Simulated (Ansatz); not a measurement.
AlBH8Si2 at its PBE0-D4/def2-TZVP geometry, where that method's forces vanish. Charge 0, multiplicity 1. The bonds changed during the relaxation, so this is another structure than the one it started from.

```csv
atom,x (Å),y (Å),z (Å)
Al1,-0.4735,-0.8919,-1.0044
B2,-0.6230,0.6137,0.6967
Si3,-0.1779,-0.8098,1.7970
Si4,0.7430,1.4019,-0.5046
H5,0.5741,-2.0763,-1.1462
H6,-1.6892,-0.6745,-1.9904
H7,-1.7519,1.0071,0.6584
H8,-1.1385,-1.6065,2.6055
H9,1.1728,-1.4237,1.8746
H10,0.4190,2.6860,-1.1702
H11,2.1660,1.3510,-0.0882
H12,0.7791,0.4231,-1.7283
```

Problem. For each bond, give half the difference of the two atoms' forces along it (eV/Å; positive pushes the atoms apart) under PBE-D4, r2SCAN-D4, B3LYP-D4, ωB97M-V in def2-TZVPP. (An estimate is asked.)

Solution. The calculation gave: 
```json
{"bond": "Al1–B2", "length (Å)": "2.277", "PBE-D4": "-0.03", "r2SCAN-D4": "-0.03", "B3LYP-D4": "0.18", "ωB97M-V": "0.08"}
{"bond": "Al1–Si3", "length (Å)": "2.818", "PBE-D4": "0.01", "r2SCAN-D4": "0.00", "B3LYP-D4": "0.25", "ωB97M-V": "0.06"}
{"bond": "Al1–Si4", "length (Å)": "2.644", "PBE-D4": "-0.03", "r2SCAN-D4": "-0.04", "B3LYP-D4": "0.20", "ωB97M-V": "0.18"}
{"bond": "Al1–H5", "length (Å)": "1.588", "PBE-D4": "0.07", "r2SCAN-D4": "0.00", "B3LYP-D4": "-0.13", "ωB97M-V": "-0.12"}
{"bond": "Al1–H6", "length (Å)": "1.580", "PBE-D4": "0.06", "r2SCAN-D4": "0.00", "B3LYP-D4": "-0.15", "ωB97M-V": "-0.15"}
{"bond": "B2–Si3", "length (Å)": "1.853", "PBE-D4": "0.11", "r2SCAN-D4": "0.08", "B3LYP-D4": "0.09", "ωB97M-V": "-0.11"}
{"bond": "B2–Si4", "length (Å)": "1.982", "PBE-D4": "-0.12", "r2SCAN-D4": "-0.02", "B3LYP-D4": "0.14", "ωB97M-V": "0.17"}
{"bond": "B2–H7", "length (Å)": "1.196", "PBE-D4": "0.04", "r2SCAN-D4": "-0.04", "B3LYP-D4": "-0.11", "ωB97M-V": "-0.06"}
{"bond": "Si3–H8", "length (Å)": "1.487", "PBE-D4": "0.07", "r2SCAN-D4": "-0.03", "B3LYP-D4": "-0.11", "ωB97M-V": "-0.08"}
{"bond": "Si3–H9", "length (Å)": "1.486", "PBE-D4": "0.07", "r2SCAN-D4": "-0.03", "B3LYP-D4": "-0.06", "ωB97M-V": "-0.07"}
{"bond": "Si4–H10", "length (Å)": "1.482", "PBE-D4": "0.10", "r2SCAN-D4": "-0.01", "B3LYP-D4": "-0.12", "ωB97M-V": "-0.15"}
{"bond": "Si4–H11", "length (Å)": "1.484", "PBE-D4": "0.10", "r2SCAN-D4": "0.00", "B3LYP-D4": "-0.09", "ωB97M-V": "-0.14"}
{"bond": "Si4–H12", "length (Å)": "1.567", "PBE-D4": "0.11", "r2SCAN-D4": "-0.01", "B3LYP-D4": "-0.06", "ωB97M-V": "-0.08"}
```

B3LYP here is the variant with VWN-RPA as its local correlation; programs differ in this.

Computed with Ansatz.
